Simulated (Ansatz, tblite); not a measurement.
Cost and result up the ladder for `Sc1sc(-c2sc(-c3sc(S)c4ccccc34)c3ccccc23)c2ccccc12` (43 atoms). Charge 0, multiplicity 1. Geometry: PBE-D4/def2-SVP.

Cartesian coordinates in Å:
```
S 2.132 6.730 -0.029
C 1.923 5.016 -0.369
S 1.119 3.965 0.751
C 1.210 2.581 -0.299
C 0.664 1.312 0.122
S -0.892 1.248 0.894
C -0.850 -0.476 1.122
C -1.945 -1.142 1.785
S -2.638 -0.464 3.230
C -3.803 -1.735 3.411
S -4.905 -1.767 4.782
C -3.660 -2.691 2.385
C -4.430 -3.877 2.190
C -4.187 -4.665 1.080
C -3.191 -4.300 0.121
C -2.417 -3.164 0.288
C -2.614 -2.344 1.440
C 0.356 -1.008 0.603
C 0.816 -2.358 0.677
C 2.069 -2.678 0.185
C 2.918 -1.676 -0.377
C 2.514 -0.355 -0.446
C 1.219 0.011 0.032
C 1.849 2.931 -1.515
C 2.050 2.119 -2.672
C 2.677 2.658 -3.783
C 3.119 4.018 -3.796
C 2.913 4.844 -2.707
C 2.262 4.322 -1.547
H 3.339 6.657 0.618
H -6.004 -1.234 4.159
H -5.204 -4.133 2.929
H -4.776 -5.581 0.920
H -3.045 -4.931 -0.769
H -1.664 -2.880 -0.462
H 0.182 -3.125 1.143
H 2.429 -3.717 0.246
H 3.918 -1.959 -0.740
H 3.185 0.419 -0.844
H 1.694 1.079 -2.677
H 2.829 2.036 -4.678
H 3.617 4.412 -4.696
H 3.223 5.900 -2.709
```

Ansatz on 2 threads of AMD EPYC 7R13 on a shared host and a share (18 GiB) of an NVIDIA H100 80GB HBM3; xTB runs through tblite on one thread. Times are rough, summed over both states, and most runs start from the orbitals of an earlier one. PBE0-D4/def2-TZVP serves as the yardstick here, not as an exact answer. The other state is a triplet.

The xTB rows come from tblite. Single mean-field runs in def2-TZVP are fitted with def2-universal-jkfit.

xTB has no spin-polarisation term.

```
                          level  functions  wall time
                       GFN2-xTB        155     0.38 s
                       GFN1-xTB        169     0.41 s
               PBE-D4/def2-TZVP       1013       30 s
PBE0-D4/def2-TZVP (with forces)       1013       53 s
```

Estimate what each level gives for the vertical triplet (eV).


| level | vertical triplet (eV) | difference from PBE0-D4/def2-TZVP (eV) |
| --- | --- | --- |
| GFN2-xTB | 1.26 | -0.15 |
| GFN1-xTB | 1.30 | -0.11 |
| PBE-D4/def2-TZVP | 1.32 | -0.09 |
| PBE0-D4/def2-TZVP (with forces) | 1.41 | 0.00 |
